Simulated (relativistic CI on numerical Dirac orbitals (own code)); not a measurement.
## The 25-electron sequence from Mn to Zr¹⁵⁺

These numbers are calculated, not measured: Dirac-Coulomb-Breit CI, orbitals from a KLI potential per configuration, a model potential for QED, valence Slater integrals scaled by 0.9, P86 correlation energy added to each configuration (own radial code, finite nucleus).

Configurations in the expansion (outside the closed core [Ne]): 3s2 3p6 3d7, 3s2 3p6 3d5 4s2, 3s2 3p6 3d6 4s, 3s2 3p5 3d8, 3s 3p6 3d8, 3p6 3d9, 3p5 3d10. Double excitations out of closed p, d and f shells are left out; levels of such configurations are missing from the list, as are those of other unlisted configurations, and high levels can miss mixing partners.

Energies above each ion's lowest level, in cm⁻¹. Levels are followed by their leading LS label, which can pass from one level to another where the coupling changes.

```tsv
Ion	3s2 3p6 3d7 4F_9/2	3s2 3p6 3d7 4F_7/2	3s2 3p6 3d7 4F_5/2	3s2 3p6 3d7 4F_3/2	3s2 3p6 3d7 2G_9/2
Mn					
Fe⁺	9086.5	9609.7	9995.7	10261.7	23086.1
Co²⁺	0.0	808.7	1399.1	1803.1	16956.1
Ni³⁺	0.0	1156.6	1990.5	2556.8	19598.4
Cu⁴⁺	0.0	1582.9	2708.3	3466.3	22123.9
Zn⁵⁺	0.0	2100.6	3570.5	4551.6	24593.4
Ga⁶⁺	0.0	2723.6	4595.4	5832.4	27044.3
Ge⁷⁺	?	?	?	?	?
As⁸⁺	0.0	4347.2	7208.7	9057.8	31993.1
Se⁹⁺	0.0	5382.5	8834.8	11038.2	34534.4
Br¹⁰⁺	0.0	6592.3	10698.4	13284.1	37148.6
Kr¹¹⁺	0.0	7997.8	12816.1	15806.5	39858.3
Rb¹²⁺	0.0	9621.8	15202.4	18610.0	42688.1
Sr¹³⁺	0.0	11488.6	17868.2	21690.1	45664.8
Zr¹⁵⁺	0.0	16056.2	24054.5	28577.9	52178.8
```

Question: Fill in the row of Ge⁷⁺.

Answer: 3s2 3p6 3d7 4F_9/2 0.0, 3s2 3p6 3d7 4F_7/2 3466.9, 3s2 3p6 3d7 4F_5/2 5801.8, 3s2 3p6 3d7 4F_3/2 7328.3, 3s2 3p6 3d7 2G_9/2 29503.4 (cm⁻¹).

In the calculation the lowest level changes from 3s2 3p6 3d5 4s2 6S_5/2 to 3s2 3p6 3d6 4s 6D_9/2 at Fe⁺; from 3s2 3p6 3d6 4s 6D_9/2 to 3s2 3p6 3d7 4F_9/2 at Co²⁺.

Between Z = 36 and 40 the energy of 3s2 3p6 3d7 4F_7/2 follows a local power law Z^6.6. For orientation: electrostatic splittings inside a shell grow about linearly with the screened charge, excitations that change n as its square, and fine structure as its fourth power; written in Z itself the exponents are larger, since the screened charge grows faster in proportion.

The members near neutrality are the least accurate: they can be off by several eV, miss lower levels of configurations outside the list, or start from a wrong lowest level.
